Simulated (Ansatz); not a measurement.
Sn3Cl8⁺. Charge 1, multiplicity 2. Geometry r2SCAN-D4/def2-SVP, that of the neutral singlet; atoms count from 1.

```xyz
11

Sn    2.1937    0.9467   -0.1332
Cl    1.9629    1.3546    2.1656
Cl    4.3118    0.0232   -0.5009
Cl    2.0873    3.0024   -1.2463
Sn    0.0576   -0.7463   -0.8815
Cl    0.7698   -2.9786   -0.7771
Cl   -0.5231   -0.3144   -3.1126
Sn   -2.2279   -0.4260    0.7473
Cl   -1.9822   -1.5784    2.7696
Cl   -4.2136   -1.1416   -0.2630
Cl   -2.4364    1.8583    1.2322
```

In the def2 sets Sn takes a core potential; there is no spin–orbit coupling.

**Question.** Estimate the Mulliken populations from the PBE0/def2-SVP orbitals of Ansatz.

**Answer.** 
| atom | charge (e) | spin (α − β) |
| --- | --- | --- |
| Sn1 | 0.76 | 0.09 |
| Cl2 | -0.14 | 0.08 |
| Cl3 | -0.11 | 0.10 |
| Cl4 | -0.12 | 0.09 |
| Sn5 | 0.50 | 0.10 |
| Cl6 | -0.12 | 0.08 |
| Cl7 | -0.12 | 0.08 |
| Sn8 | 0.75 | 0.09 |
| Cl9 | -0.12 | 0.09 |
| Cl10 | -0.11 | 0.10 |
| Cl11 | -0.14 | 0.08 |
Mulliken values depend strongly on the basis.

**Question.** Where does the spin sit?

**Answer.** Summed by element: Sn 0.28, Cl 0.72, of 1 unpaired in all. Largest on single atoms: Cl10 0.10, Cl3 0.10, Sn5 0.10.

**Question.** And the Mayer bond orders between heavy atoms (over 0.3)?

**Answer.** Sn1–Cl2 1.07 (2.35 Å); Sn1–Cl3 1.10 (2.34 Å); Sn1–Cl4 1.09 (2.34 Å); Sn1–Sn5 0.61 (2.83 Å); Sn5–Cl6 1.13 (2.35 Å); Sn5–Cl7 1.13 (2.35 Å); Sn5–Sn8 0.61 (2.82 Å); Sn8–Cl9 1.08 (2.34 Å); Sn8–Cl10 1.09 (2.34 Å); Sn8–Cl11 1.07 (2.34 Å).
